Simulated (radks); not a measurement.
Results of a calculation; reference values are marked as such.
Isoelectronic series with 20 electrons, all held in the configuration [Ar] 4s2, which need not be the ground one along the series. Level of theory: scalar-relativistic Kohn-Sham, LDA (Slater exchange, Perdew-Wang correlation), spin-polarised, spherical densities, point nucleus (a radial shooting solver on a logarithmic mesh with Libxc functionals). Total energies (hartree) and orbital eigenvalues (eV):

| ion | E (hartree) | 4s | 3p | 3s | 2p |
|---|---|---|---|---|---|
| Ca | -678.69149 | -3.8643 | -27.9855 | -46.8324 | -334.5802 |
| Sc+ | -762.00339 | -11.4576 | -45.8310 | -67.2558 | -401.6952 |
| Ti2+ | -850.49983 | -21.3126 | -67.3783 | -91.4389 | -476.3818 |
| V3+ | -944.17899 | -33.2040 | -92.3470 | -119.0967 | -558.3607 |
| Cr4+ | -1043.04604 | -47.0292 | -120.6129 | -150.1044 | -647.5064 |
| Mn5+ | -1147.10992 | -62.7323 | -152.1084 | -184.3960 | -743.7506 |
| Fe6+ | -1256.38210 | -80.2793 | -186.7926 | -221.9334 | -847.0534 |
| Co7+ | -1370.87593 | -99.6488 | -224.6392 | -262.6940 | -957.3906 |
| Ni8+ | -1490.60632 | -120.8269 | -265.6309 | -306.6653 | -1074.749 |
| Cu9+ | -1615.58952 | -143.8047 | -309.7565 | -353.8412 | -1199.120 |
| Zn10+ | -1745.84298 | -168.5768 | -357.0086 | -404.2199 | -1330.504 |
| Ga11+ | -1881.38528 | -195.1402 | -407.3830 | -457.8035 | -1468.902 |
| Ge12+ | -2022.23607 | -223.4940 | -460.8777 | -514.5964 | -1614.319 |
| As13+ | -2168.41605 | -253.6385 | -517.4923 | -574.6055 | -1766.762 |
| Se14+ | -2319.94695 | -285.5754 | -577.2280 | -637.8392 | -1926.240 |
| Br15+ | -2476.85148 | -319.3074 | -640.0870 | -704.3076 | -2092.764 |
| Kr16+ | -2639.15338 | -354.8380 | -706.0724 | -774.0222 | -2266.347 |
| Rb17+ | -2806.87743 | -392.1715 | -775.1882 | -846.9957 | -2447.003 |
| Sr18+ | -2980.04939 | -431.3128 | -847.4392 | -923.2419 | -2634.745 |
| Zr20+ | -3342.84533 | -515.0411 | -1001.368 | -1085.613 | -3031.556 |
| Nb21+ | -3532.52610 | -559.6409 | -1083.059 | -1171.771 | -3240.660 |
